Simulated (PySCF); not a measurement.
# Working out the ionisation energy of Mn

Mn [Ar] 3d5 4s2 (6S) → Mn⁺ [Ar] 3d5 4s1 (7S). All numbers are calculated (PySCF 2.14, no relativity, point nucleus, in cc-pVTZ (7s6p4d2f1g, 68 functions)). Frozen: [Ar]. Energies in hartree (1 hartree = 27.21139 eV):

```
             part    Mn (lower)   Mn⁺ (upper)
              UHF  -1149.868666  -1149.649165
MP2 opposite-spin     -0.034920      0.000000
    MP2 same-spin     -0.083857     -0.084806
```

Problem. What does Hartree-Fock give?

Solution. (-1149.649165) − (-1149.868666) = 0.219501 hartree = 5.973 eV.

Problem. What do MP2 and SCS-MP2 (6/5 opposite-spin, 1/3 same-spin) give?

Solution. The opposite-spin parts differ by 0.950 eV and the same-spin parts by -0.026 eV. MP2: 5.973 + (0.950) + (-0.026) = 6.897 eV. SCS-MP2: 5.973 + 1.2 × (0.950) + (-0.026)/3 = 7.104 eV.

Measured between the centres of the two terms (NIST): 7.434 eV, so MP2 (valence) is off by -0.537 eV.

The calculation is non-relativistic.

What remains against the reference includes basis incompleteness, the frozen core and correlation beyond second order.
